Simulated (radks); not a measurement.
All-electron atom: the chromium ion Cr4+ in [Ar] 3d2.

Calculated with a radial shooting solver on a logarithmic mesh with Libxc functionals: Dirac Kohn-Sham, PBE, spin-unpolarised, spherical densities, finite nucleus; open shells fill j = l - 1/2 first; Fermi nuclear charge, rms radius 3.6452 fm.

Energy parts (hartree):
| part | energy |
|---|---|
| total | -1046.79536 |
| kinetic | 1059.26949 |
| electron-nucleus | -2455.24418 |
| Hartree | 396.08258 |
| exchange-correlation | -46.90325 |

Orbitals (lengths in bohr, moments of r in powers of bohr; <r^-3> diverges for s and p1/2; r(90%) holds 90 % of the orbital's charge):
orbital  occ.  eigenvalue (hartree)       <r^4>  r(90%)  <r^-3>
1s1/2       2             -218.3281  0.00007594   0.114       -
2s1/2       2             -26.82572     0.01803   0.455       -
2p1/2       2             -23.12088     0.01378   0.424       -
2p3/2       4             -22.80343     0.01430   0.428   354.1
3s1/2       2              -4.87817       1.223    1.30       -
3p1/2       2              -3.82869       1.580    1.39       -
3p3/2       4              -3.78752       1.630    1.40   46.24
3d3/2       2              -2.13337       3.297    1.67   4.525
3d5/2       0              -2.12872       3.324    1.67   4.468
4s1/2       0              -1.49470       43.99    3.18       -
4p1/2       0              -1.22840       66.42    3.53       -
4p3/2       0              -1.22152       67.76    3.55   7.761

The highest occupied level is 3d3/2 at -58.052 eV. Summed over all electrons, <r^2> = 10.91 bohr^2, which gives a Langevin (diamagnetic) susceptibility term of -8.64 x 10^-6 cm^3/mol. The electron density at the nucleus is 1.144e+04 e/bohr^3. For comparison, the ionisation energy in NIST's Atomic Spectra Database is 69.46 eV (semi-empirical). In exact Kohn-Sham theory the highest level is minus the ionisation energy, but local and semilocal functionals leave it too shallow, through self-interaction and a potential that decays too fast; potentials with the right tail come closer.

Beside tabulated values, note that spin-unpolarised runs miss the spin-polarisation part of the exchange energy of open shells.
